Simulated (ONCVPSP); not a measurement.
**Tc: one change to an ONCV potential, before and after**

```json
{
 "Element": "Tc",
 "Generator": "ONCVPSP 4.0.1",
 "Type": "optimised norm-conserving Vanderbilt (ONCV)",
 "Functional": "PBE",
 "Relativity": "scalar-relativistic",
 "Frozen core": "[Kr]",
 "Valence charge": "7",
 "Reference configuration": "4d5 5s2",
 "Partial waves": "5s: rc 2.25 bohr, ncon 5, nbas 9, qcut 2.5 1/bohr, 2 projectors, debl 2.4 Ha; p scattering state at 0.27 Ha: rc 2.40 bohr, ncon 3, nbas 8, qcut 3.5 1/bohr, 3 projectors, debl 0.4 Ha; 4d: rc 2.15 bohr, ncon 4, nbas 9, qcut 5.9 1/bohr, 3 projectors, debl 1.3 Ha",
 "Local potential": "polynomial inside 1.50 bohr (lpopt 5, dvloc0 4 Ha)",
 "Core correction": "Teter function fitted to the true core (icmod 2), fcfact 0.75"
}
```

Change: d: qcut 5.4.

Cutoffs: the cutoffs (Ha) at which the residual kinetic energy of the hardest occupied pseudo-wave falls to 1 and 0.1 mHa per electron; they do not see the model core or the augmentation charge, which bear on the density cutoff. Errors are all-electron minus pseudo energies relative to the spin-unpolarised reference configuration.

How do hardness, ghosts and transferability respond?

The potential gets neither clearly harder nor softer (33 Ha and 44 Ha → 33 Ha and 44 Ha); both files keep a bound ghost (p); of the 4 tests that both files solve, the error grows in 0 and shrinks in 2 by more than 15 % and 0.3 meV (median size 31.7 → 26.2 meV).

| quantity | base | changed |
| --- | --- | --- |
| cutoff, loose | 33 Ha | 33 Ha |
| cutoff, tight | 44 Ha | 44 Ha |
| loose cutoff by channel | s 33 Ha, d 15 Ha | s 33 Ha, d 14 Ha |
| bound ghosts | p | p |
| GHOST(+) flags under 300 eV | s at 40.5 eV | s at 40.5 eV |
| error for 4d5 5s1, meV [ΔE 8.15 eV] | -1.6 | -1.1 |
| error for 4d5 5s0, meV [ΔE 23.01 eV] | -3.8 | -1.7 |
| error for 4d4 5s0, meV [ΔE 51.71 eV] | -72 | -69 |
| error for 4d4 5s2, meV [ΔE 11.64 eV] | -60 | -51 |
| s: phases at 2.28 bohr within 0.05 rad from the reference energy up to (Ha; the scan ends near 5) | 1.4 | 1.4 |
| p: phases at 2.43 bohr within 0.05 rad from the reference energy up to (Ha; the scan ends near 5) | 3.9 | 3.9 |
| d: phases at 2.18 bohr within 0.05 rad from the reference energy up to (Ha; the scan ends near 5) | to the end of the scan | to the end of the scan |
| rms error of d²Exc/dni dnj with the model core, mHa | 1.14 | 1.20 |

 A true bound ghost makes a file unfit for plane-wave use even where its test errors are small: the radial tests pick states by their node count and pass the ghost by.
